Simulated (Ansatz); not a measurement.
CH$_{9}$AlSiSn, SMILES `[AlH2][SiH2][CH2][SnH3]`. Charge 0, multiplicity 1. Sn takes the def2 core potential. All single points use the PBE0-D4/def2-TZVP geometry. It is one conformer, not always the lowest.

```xyz
13

Al   -0.069   -1.043   -1.740
Si   -1.580    0.142   -0.198
C    -0.327    1.219    0.748
Sn    1.378   -0.026    1.034
H     0.827   -0.067   -2.633
H    -0.136   -2.596   -2.073
H    -2.677    0.995   -0.744
H    -2.209   -0.753    0.822
H    -0.688    1.596    1.706
H    -0.003    2.065    0.137
H     1.327   -1.013    2.421
H     1.246   -1.200   -0.299
H     2.912    0.681    0.817
```

(1) What is the dipole moment at ωB97M-V/def2-TZVPP? (Estimate.)

(2) And with PBE, r2SCAN, B3LYP? (Best estimate.)

(3) Give the Mulliken charges with ωB97M-V, B3LYP, PBE in def2-TZVPP. (Best estimate.)

Answers

(1) The calculation gave: 2.88 D, with components (1.13, 1.36, 2.27) D in this frame, pointing from negative to positive charge.

(2) The calculation gave: PBE 2.88 D, r2SCAN 2.96 D, B3LYP 2.86 D.

(3) Ansatz gave: 
```
atom  ωB97M-V  B3LYP    PBE
 Al1     0.26   0.32   0.25
 Si2     0.01   0.09   0.02
  C3    -0.58  -0.52  -0.46
 Sn4     0.54   0.68   0.61
  H5    -0.13  -0.16  -0.14
  H6    -0.12  -0.15  -0.12
  H7    -0.03  -0.08  -0.07
  H8    -0.03  -0.08  -0.06
  H9     0.16   0.13   0.13
 H10     0.18   0.15   0.15
 H11    -0.06  -0.10  -0.09
 H12    -0.13  -0.17  -0.13
 H13    -0.06  -0.10  -0.09
```

B3LYP here is the variant with VWN-RPA as its local correlation; programs differ in this.
